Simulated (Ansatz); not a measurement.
input.yaml

```yaml
crystal:
  periodic: [false, false, false]
  atoms:
    - { symbol: Al, position_ang: [-0.423385, -0.250613, -0.904738] }
    - { symbol: O, position_ang: [1.030578, 0.962792, -0.926552] }
    - { symbol: Cl, position_ang: [-0.05612, -2.089859, -1.923818] }
    - { symbol: Cl, position_ang: [-2.295418, 0.755293, -1.188874] }
    - { symbol: H, position_ang: [0.756751, 0.55637, 0.219036] }
    - { symbol: C, position_ang: [0.088916, -0.337075, 1.157938] }
    - { symbol: H, position_ang: [0.82106, 1.91073, -1.062986] }
    - { symbol: H, position_ang: [-0.231652, 0.448617, 1.871642] }
    - { symbol: H, position_ang: [-0.701356, -1.124127, 1.233904] }
    - { symbol: H, position_ang: [1.010724, -0.832025, 1.524349] }
basis:
  gaussian: { orbitals: cc-pVDZ }
hamiltonian:
  xc: pbe
md:
  timestep: 0.5
  n_steps: 200
  ensemble: nve
  temperature: 300.0
  initial_velocities: maxwell_boltzmann
  seed: 2740
```

Run as:

```bash
$ ansatz run input.yaml --threads 2 --pin off --max-ram 3072MiB --backend cpu --events-out ev --progress --plain --runs-dir out
```

Hardware: 2 threads of Arm Neoverse V2 (shared host).

Roughly how long does this run take, and how much memory?

6.1 min, with a peak of 0.18 GiB, for 201 ionic steps.
